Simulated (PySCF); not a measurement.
NO (SMILES [N]=O), doublet, at a GFN2-xTB geometry, atoms displaced at random by about 0.03 Å a coordinate; DF-B3LYP/cc-pVDZ, gradient (PySCF).

PySCF was given this input:
```python
from pyscf import gto, scf, dft

mol = gto.Mole()
mol.atom = '''
    N     0.04091781   -0.01551910   -0.60741166
    O    -0.00148010   -0.02842755    0.60569667
'''
mol.basis = 'cc-pvdz'
mol.spin = 1
mol.verbose = 4
mol.build()

mf = dft.UKS(mol)
mf.xc = 'b3lyp'
mf = mf.density_fit(auxbasis='def2-universal-jkfit')
mf.kernel()
g = mf.nuc_grad_method()
grad = g.kernel()
```

What the program printed (banner, timings and long lists left out):

```
PySCF version 2.14.0

[INPUT] verbose = 4
[INPUT] num. atoms = 2
[INPUT] num. electrons = 15
[INPUT] charge = 0
[INPUT] spin (= nelec alpha-beta = 2S) = 1
[INPUT] symmetry False subgroup None
[INPUT] Mole.unit = angstrom
[INPUT] Symbol           X                Y                Z      unit          X                Y                Z       unit  Magmom
[INPUT]  1 N      0.040917810000  -0.015519100000  -0.607411660000 AA    0.077323454517  -0.029326848700  -1.147841682267 Bohr   0.0
[INPUT]  2 O     -0.001480100000  -0.028427550000   0.605696670000 AA   -0.002796983637  -0.053720283892   1.144600820861 Bohr   0.0

nuclear repulsion = 24.4118075977249
number of shells = 10
number of NR pGTOs = 52
number of NR cGTOs = 28
basis = cc-pvdz
ecp = {}

******** <class 'pyscf.df.df_jk.DFUKS'> ********
method = DFUKS
initial guess = minao
damping factor = 0
level_shift factor = 0
DIIS = <class 'pyscf.scf.diis.CDIIS'>
diis_start_cycle = 1
diis_space = 8
diis_damp = 0
SCF conv_tol = 1e-09
SCF conv_tol_grad = None
SCF max_cycles = 50
direct_scf = False
number electrons alpha = 8  beta = 7
XC library pyscf.dft.libxc version 7.1.2
    S. Lehtola, C. Steigemann, M. J. T. Oliveira, and M. A. L. Marques,  SoftwareX 7, 1–5 (2018)
XC functionals = b3lyp
    P. J. Stephens, F. J. Devlin, C. F. Chabalowski, and M. J. Frisch,  J. Phys. Chem. 98, 11623 (1994)
radial grids:
    Treutler-Ahlrichs [JCP 102, 346 (1995); DOI:10.1063/1.469408] (M4) radial grids

becke partition: Becke, JCP 88, 2547 (1988); DOI:10.1063/1.454033
pruning grids: <function nwchem_prune>
grids dens level: 3
symmetrized grids: False
atomic radii adjust function: <function treutler_atomic_radii_adjust>
small_rho_cutoff = 0
Set gradient conv threshold to 3.16228e-05
tot grids = 27984
******** <class 'pyscf.df.df.DF'> ********
auxbasis = def2-universal-jkfit
init E= -129.96752855577

cycle= 1 E= -129.823222877711  delta_E= 0.144  |g|= 0.43  |ddm|= 1.27
cycle= 2 E= -129.273636433978  delta_E= 0.55  |g|= 1.26  |ddm|= 0.846
cycle= 3 E= -129.894058604137  delta_E= -0.62  |g|= 0.0394  |ddm|= 0.655
cycle= 4 E= -129.894650427306  delta_E= -0.000592  |g|= 0.00989  |ddm|= 0.0319
cycle= 5 E= -129.894692356681  delta_E= -4.19e-05  |g|= 0.00263  |ddm|= 0.0087
cycle= 6 E= -129.894697462439  delta_E= -5.11e-06  |g|= 0.000728  |ddm|= 0.00299
cycle= 7 E= -129.894699065305  delta_E= -1.6e-06  |g|= 0.000404  |ddm|= 0.00191
cycle= 8 E= -129.894699787026  delta_E= -7.22e-07  |g|= 0.000142  |ddm|= 0.00186
cycle= 9 E= -129.894699845147  delta_E= -5.81e-08  |g|= 2.52e-05  |ddm|= 0.000554
cycle= 10 E= -129.894699847428  delta_E= -2.28e-09  |g|= 7.4e-06  |ddm|= 0.000108
cycle= 11 E= -129.894699847496  delta_E= -6.72e-11  |g|= 8.86e-07  |ddm|= 1.58e-05
Extra cycle  E= -129.894699847495  delta_E= 2.27e-13  |g|= 1.71e-06  |ddm|= 1.6e-06
converged SCF energy = -129.894699847495  <S^2> = 0.75288105  2S+1 = 2.002879

******** <class 'pyscf.df.grad.uks.Gradients'> for <class 'pyscf.df.df_jk.DFUKS'> ********
unit = Eh/Bohr
grid_response = False
--------------- DFUKS gradients ---------------
         x                y                z
0 N     0.0035771899     0.0010889909    -0.1024067477
1 O    -0.0035766503    -0.0010877822     0.1024051436
----------------------------------------------
```
